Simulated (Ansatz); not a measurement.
Program: Ansatz. Geometries: PBE0-D4/def2-TZVP. ΔE: electronic, gas phase. CCSD(T)/CBS adds triple-zeta CCSD(T) − MP2 to the extrapolated MP2 energy (def2 sets, frozen cores). This one scheme is used for every species. DFT in def2-TZVPP. B3LYP here is the variant with VWN-RPA as its local correlation; programs differ in this. HSE06 is defined as in plane-wave codes. Each species was taken in one conformer, which may not be the lowest.

Consider the hydrogenolysis of a C–C bond: `CC(F)(F)C(F)CF` + H₂ → `CC(F)(F)CF` + `CF`.

```json
{"level": "LDA (SPW92)", "ΔE (kJ/mol)": "-29.8", "difference from CCSD(T)/CBS": "14.8"}
{"level": "PBE-D4", "ΔE (kJ/mol)": "-41.8", "difference from CCSD(T)/CBS": "2.8"}
{"level": "revPBE-D4", "ΔE (kJ/mol)": "-38.6", "difference from CCSD(T)/CBS": "6.0"}
{"level": "BLYP-D4", "ΔE (kJ/mol)": "-45.0", "difference from CCSD(T)/CBS": "-0.4"}
{"level": "r2SCAN-D4", "ΔE (kJ/mol)": "-40.0", "difference from CCSD(T)/CBS": "4.6"}
{"level": "B97M-V", "ΔE (kJ/mol)": "-45.2", "difference from CCSD(T)/CBS": "-0.6"}
{"level": "PBE0-D4", "ΔE (kJ/mol)": "-45.5", "difference from CCSD(T)/CBS": "-0.9"}
{"level": "r2SCANh-D4", "ΔE (kJ/mol)": "-41.6", "difference from CCSD(T)/CBS": "3.0"}
{"level": "HSE06-D4", "ΔE (kJ/mol)": "-45.9", "difference from CCSD(T)/CBS": "-1.3"}
{"level": "BHLYP-D4", "ΔE (kJ/mol)": "-52.0", "difference from CCSD(T)/CBS": "-7.4"}
{"level": "CAM-B3LYP-D4", "ΔE (kJ/mol)": "-47.0", "difference from CCSD(T)/CBS": "-2.4"}
{"level": "ωB97X-V", "ΔE (kJ/mol)": "-42.5", "difference from CCSD(T)/CBS": "2.1"}
{"level": "ωB97M-V", "ΔE (kJ/mol)": "-41.7", "difference from CCSD(T)/CBS": "2.9"}
{"level": "B2PLYP", "ΔE (kJ/mol)": "-52.5", "difference from CCSD(T)/CBS": "-7.9"}
{"level": "PBE-QIDH", "ΔE (kJ/mol)": "-47.6", "difference from CCSD(T)/CBS": "-3.0"}
{"level": "PBE", "ΔE (kJ/mol)": "-48.6", "difference from CCSD(T)/CBS": "-4.0"}
{"level": "revPBE", "ΔE (kJ/mol)": "-56.5", "difference from CCSD(T)/CBS": "-11.9"}
{"level": "BLYP", "ΔE (kJ/mol)": "-58.9", "difference from CCSD(T)/CBS": "-14.3"}
{"level": "r2SCAN", "ΔE (kJ/mol)": "-42.1", "difference from CCSD(T)/CBS": "2.5"}
{"level": "PBE0", "ΔE (kJ/mol)": "-51.4", "difference from CCSD(T)/CBS": "-6.8"}
{"level": "B3LYP", "ΔE (kJ/mol)": "-58.6", "difference from CCSD(T)/CBS": "-14.0"}
{"level": "r2SCANh", "ΔE (kJ/mol)": "-43.8", "difference from CCSD(T)/CBS": "0.8"}
{"level": "r2SCAN0", "ΔE (kJ/mol)": "-46.2", "difference from CCSD(T)/CBS": "-1.6"}
{"level": "HSE06", "ΔE (kJ/mol)": "-51.4", "difference from CCSD(T)/CBS": "-6.8"}
{"level": "BHLYP", "ΔE (kJ/mol)": "-59.6", "difference from CCSD(T)/CBS": "-15.0"}
{"level": "LC-ωPBE", "ΔE (kJ/mol)": "-50.0", "difference from CCSD(T)/CBS": "-5.4"}
{"level": "RPA@PBE/def2-TZVPP", "ΔE (kJ/mol)": "-44.4", "difference from CCSD(T)/CBS": "0.2"}
{"level": "HF/def2-SVP", "ΔE (kJ/mol)": "-69.0", "difference from CCSD(T)/CBS": "-24.4"}
{"level": "MP2/def2-SVP", "ΔE (kJ/mol)": "-39.6", "difference from CCSD(T)/CBS": "5.0"}
{"level": "CCSD/def2-SVP", "ΔE (kJ/mol)": "-46.5", "difference from CCSD(T)/CBS": "-1.9"}
{"level": "HF/def2-TZVPP", "ΔE (kJ/mol)": "-70.1", "difference from CCSD(T)/CBS": "-25.5"}
{"level": "MP2/def2-TZVPP", "ΔE (kJ/mol)": "-42.6", "difference from CCSD(T)/CBS": "2.0"}
{"level": "SCS-MP2/def2-TZVPP", "ΔE (kJ/mol)": "-48.3", "difference from CCSD(T)/CBS": "-3.7"}
{"level": "CCSD/def2-TZVPP", "ΔE (kJ/mol)": "-49.5", "difference from CCSD(T)/CBS": "-4.9"}
{"level": "CCSD(T)/def2-TZVPP", "ΔE (kJ/mol)": "-44.4", "difference from CCSD(T)/CBS": "0.2"}
{"level": "HF/def2-QZVPP", "ΔE (kJ/mol)": "-70.9", "difference from CCSD(T)/CBS": "-26.3"}
{"level": "MP2/def2-QZVPP", "ΔE (kJ/mol)": "-43.0", "difference from CCSD(T)/CBS": "1.6"}
{"level": "SCS-MP2/def2-QZVPP", "ΔE (kJ/mol)": "-48.8", "difference from CCSD(T)/CBS": "-4.2"}
{"level": "HF/CBS(def2)", "ΔE (kJ/mol)": "-71.1", "difference from CCSD(T)/CBS": "-26.5"}
{"level": "CCSD/CBS(def2)", "ΔE (kJ/mol)": "-49.7", "difference from CCSD(T)/CBS": "-5.1"}
{"level": "CCSD(T)/CBS", "ΔE (kJ/mol)": "-44.6", "difference from CCSD(T)/CBS": "0"}
```

Problem. What do rigid-rotor, harmonic-oscillator terms from PBE0-D4/def2-TZVP frequencies (298.15 K, 1 bar) make of the CCSD(T)/CBS value? (Best estimate.)

Solution. Computed: ΔZPE = +22.1 kJ/mol, ΔH = -26.3 kJ/mol, ΔS = 45 J/(mol·K), ΔG = -39.8 kJ/mol.

Largest T1 diagnostic among the species: 0.011.

In def2-TZVPP, CCSD(T) changes the Hartree–Fock value by +25.7 kJ/mol (the triples alone add +5.1 kJ/mol) and MP2 by +27.6 kJ/mol. The D4 term adds +10.5 kJ/mol with B3LYP and +5.9 kJ/mol with PBE0; it sums over pairs of atoms, weighted by their polarisabilities, and B3LYP, whose exchange is more repulsive, gets the larger term.
